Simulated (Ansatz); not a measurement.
Born–Oppenheimer molecular dynamics of GeH5NS (8 atoms, charge 0, multiplicity 1). It starts at the highest image of a converged band. Of that band: A structure lower than the first end lies on the path between it and the top, so the climb from that side starts below the end, which may itself be a saddle point or a shallow side well. Neighbouring images differ by up to 2.7 eV, so the band resolves the path poorly. A vibrational analysis at the climbing image gives one clearly imaginary mode, 1456i cm⁻¹: a first-order saddle point.

Theory: Ansatz 0.2.0, RHF/def2-SVP.

| Quantity | Value |
| --- | --- |
| ensemble | NVE (velocity Verlet) |
| time step | 0.5 fs |
| steps asked | 200 |
| starting velocities drawn for | 300 K |
| seed | 5024 |

Frames 2.5 fs apart, positions in Å.

Velocities at 35.0 fs (Å/ps):

```
N 0.37 -7.91 -6.06
Ge -0.60 5.81 0.94
S 1.40 -6.72 -2.89
H 34.16 9.79 24.05
H -14.84 18.12 15.74
H 8.65 -32.90 18.39
H -44.55 -92.55 37.67
H 10.02 2.67 12.58
```

```xyz
8
Properties=species:S:1:pos:R:3 time_fs=35.0 energy_less_start_eV=-0.917 T=1484
N -1.069 0.864 -0.898
Ge 0.470 0.758 0.133
S 0.703 -2.063 0.261
H -2.010 0.807 -0.546
H -1.067 1.246 -1.837
H -0.445 0.233 1.412
H 1.445 -3.159 -0.519
H 1.557 -2.161 1.281
8
Properties=species:S:1:pos:R:3 time_fs=37.5 energy_less_start_eV=-0.971 T=1554
N -1.065 0.845 -0.914
Ge 0.468 0.773 0.136
S 0.708 -2.084 0.252
H -1.939 0.825 -0.478
H -1.100 1.290 -1.795
H -0.400 0.163 1.441
H 1.286 -3.304 -0.379
H 1.574 -2.151 1.307
8
Properties=species:S:1:pos:R:3 time_fs=40.0 energy_less_start_eV=-1.210 T=1856
N -1.055 0.826 -0.926
Ge 0.465 0.787 0.138
S 0.716 -2.110 0.243
H -1.925 0.828 -0.395
H -1.128 1.347 -1.780
H -0.315 0.123 1.429
H 1.064 -3.302 -0.179
H 1.558 -2.132 1.301
8
Properties=species:S:1:pos:R:3 time_fs=42.5 energy_less_start_eV=-0.954 T=1534
N -1.045 0.808 -0.932
Ge 0.461 0.802 0.140
S 0.725 -2.137 0.235
H -1.895 0.820 -0.354
H -1.148 1.402 -1.760
H -0.211 0.117 1.385
H 0.857 -3.342 -0.003
H 1.524 -2.111 1.276
8
Properties=species:S:1:pos:R:3 time_fs=45.0 energy_less_start_eV=-0.984 T=1567
N -1.037 0.793 -0.934
Ge 0.457 0.818 0.142
S 0.731 -2.160 0.228
H -1.843 0.799 -0.373
H -1.154 1.426 -1.699
H -0.123 0.125 1.350
H 0.682 -3.550 0.127
H 1.508 -2.096 1.280
8
Properties=species:S:1:pos:R:3 time_fs=47.5 energy_less_start_eV=-0.686 T=1187
N -1.026 0.779 -0.933
Ge 0.454 0.834 0.142
S 0.738 -2.187 0.220
H -1.858 0.758 -0.387
H -1.144 1.451 -1.648
H -0.084 0.126 1.368
H 0.524 -3.687 0.258
H 1.516 -2.092 1.317
8
Properties=species:S:1:pos:R:3 time_fs=50.0 energy_less_start_eV=-0.924 T=1492
N -1.016 0.767 -0.926
Ge 0.452 0.851 0.141
S 0.743 -2.220 0.212
H -1.913 0.693 -0.409
H -1.120 1.491 -1.634
H -0.091 0.122 1.435
H 0.401 -3.629 0.388
H 1.509 -2.106 1.341
8
Properties=species:S:1:pos:R:3 time_fs=52.5 energy_less_start_eV=-1.179 T=1817
N -1.012 0.758 -0.914
Ge 0.450 0.869 0.140
S 0.750 -2.259 0.206
H -1.917 0.616 -0.483
H -1.083 1.497 -1.611
H -0.122 0.140 1.500
H 0.313 -3.429 0.507
H 1.472 -2.136 1.326
8
Properties=species:S:1:pos:R:3 time_fs=55.0 energy_less_start_eV=-1.126 T=1754
N -1.012 0.753 -0.902
Ge 0.449 0.886 0.140
S 0.758 -2.297 0.198
H -1.908 0.526 -0.577
H -1.042 1.466 -1.583
H -0.152 0.199 1.528
H 0.180 -3.307 0.649
H 1.431 -2.166 1.307
8
Properties=species:S:1:pos:R:3 time_fs=57.5 energy_less_start_eV=-1.274 T=1940
N -1.010 0.751 -0.888
Ge 0.447 0.902 0.141
S 0.768 -2.332 0.189
H -1.945 0.419 -0.656
H -1.014 1.444 -1.607
H -0.172 0.294 1.510
H -0.038 -3.312 0.828
H 1.426 -2.179 1.325
8
Properties=species:S:1:pos:R:3 time_fs=60.0 energy_less_start_eV=-0.974 T=1558
N -1.012 0.750 -0.874
Ge 0.446 0.919 0.142
S 0.777 -2.370 0.180
H -1.942 0.329 -0.736
H -1.004 1.407 -1.662
H -0.182 0.406 1.472
H -0.213 -3.248 0.944
H 1.446 -2.178 1.353
8
Properties=species:S:1:pos:R:3 time_fs=62.5 energy_less_start_eV=-1.234 T=1890
N -1.019 0.752 -0.866
Ge 0.445 0.935 0.144
S 0.782 -2.413 0.177
H -1.876 0.270 -0.809
H -1.009 1.314 -1.699
H -0.197 0.504 1.458
H -0.270 -3.064 0.944
H 1.461 -2.175 1.338
```

Of the whole run (100 fs, mean temperature of the second half 1814 K): The conserved energy stayed within 0.51 meV per atom of its start (net change -0.35 meV per atom), so the integration is sound. The system heated up, since it started high on the potential surface and ran downhill. A run of 0.1 ps of so small a system gives no equilibrium averages. The orbitals stay closed-shell, which can raise the energy where a bond breaks towards radicals; this wasn't checked here.

Time of the run: 4.3 min on 1 thread of Intel(R) Xeon(R) 6975P-C (Granite Rapids), with other jobs on the host, peak memory 0.19 GiB.
